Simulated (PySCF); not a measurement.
# Telling isomers of C₆H₈F₄ apart by NMR

One conformer, one averaged value for each set of equivalent atoms, gas phase, relativity neglected. Shielding tensors at PBE0/pcSseg-1 (GIAO); geometry: PBE0-D3(BJ)/def2-SVP; PySCF 2.14.

References, each an isolated molecule treated in the same way: TMS for ¹H (σ = 31.27 ppm) and ¹³C (σ = 184.41 ppm). Splittings of carbon signals by F and P are missing where no couplings were computed. Where no couplings were computed, multiplicities follow the n + 1 count of equivalent neighbours, and m marks all less simple cases (inequivalent or close neighbours, rings, F or P nearby). Shifts are as computed. Against solution values, carbons near 30 ppm lie about +2 ppm off and those near 130 ppm about +5 ppm. Of 1309 compounds with measured shifts, 239 miss one by over three times the rms of a fit or turn the order of signals round; such compounds aren't used in these exercises.

(1) Tabulate the signals of `CC(C)(F)CC(F)=C(F)F`, `C/C=C(\CF)CC(F)(F)F` and their relative energies.

(2) What is the quickest way to tell CC(C)(F)CC(F)=C(F)F from C/C=C(\CF)CC(F)(F)F?

Answers

(1) 
```json
{"SMILES": "CC(C)(F)CC(F)=C(F)F", "carbon types": "3×C 1×CH2 2×CH3", "δC": "164.1, 131.5, 90.9, 40.4, 28.1", "δH": "2.23 (m, 2H), 1.38 (m, 6H)", "E rel. (kcal/mol)": "17.5"}
{"SMILES": "C/C=C(\\CF)CC(F)(F)F", "carbon types": "2×C 1×CH 2×CH2 1×CH3", "δC": "140.8, 135.0, 131.3, 78.9, 38.4, 16.3", "δH": "5.87 (m, 1H), 5.16 (m, 2H), 2.67 (m, 2H), 1.88 (d, 3H)", "E rel. (kcal/mol)": "0.0"}
```

Energies are electronic energies at PBE0/pcSseg-1 on these geometries, without zero-point or thermal terms, each for the one conformer computed, which needn't be the lowest.

(2) Count the carbon signals: 5 against 6. The first has a fully substituted sp3 carbon bonded to F (C) at 90.9 ppm, the second an alkene CH at 140.8 ppm. Their most deshielded carbons lie at 164.1 and 140.8 ppm. In the proton spectra the most deshielded non-exchanging signals are 2.23 (m, 2H) and 5.87 (m, 1H).
